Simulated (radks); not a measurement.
Sc IX, 13 electrons, occupied as [Ne] 3s2 3p1. All-electron calculation, Dirac Kohn-Sham, LB94 model potential, spin-unpolarised, spherical densities, finite nucleus; open shells fill j = l - 1/2 first; Fermi nuclear charge, rms radius 3.5459 fm. Program: a radial shooting solver on a logarithmic mesh with Libxc functionals.

X-ray form factor f0, the Fourier transform of the density (f0(0) = 13):

sin(theta)/lambda (1/angstrom)  f0 (electrons)
0.05                                    12.926
0.1                                     12.710
0.15                                    12.368
0.2                                     11.927
0.25                                    11.416
0.3                                     10.865
0.4                                      9.752
0.5                                      8.740
0.6                                      7.882
0.8                                      6.542
1                                        5.453
1.25                                     4.259
1.5                                      3.284
2                                        2.071
